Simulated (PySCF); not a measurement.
# Te⁺: excitation energy

Te⁺ [Kr] 4d10 5s2 5p3 (4S) → Te⁺ [Kr] 4d10 5s1 5p3 6s1 (6S), as a difference of total energies. All numbers are calculated (PySCF 2.14, the spin-free X2C one-electron Hamiltonian (Gaussian nucleus), in aug-cc-pVTZ-DK3). Correlated levels: valence: [Kr] 4d10 frozen. The calculations carry no spin-orbit coupling.

```tsv
method	excitation energy (eV)
UHF	15.398
MP2 (valence)	16.408
SCS-MP2 (valence)	16.826
CCSD (valence)	16.554
CCSD(T) (valence)	16.597
```

Task: How much does correlation contribute at CCSD(T) (valence)?

Result: 16.597 − (15.398) = 1.199 eV, measured against UHF.

The promoted electron is Rydberg-like, and one or two diffuse shells describe it only roughly, which tends to raise the upper state.
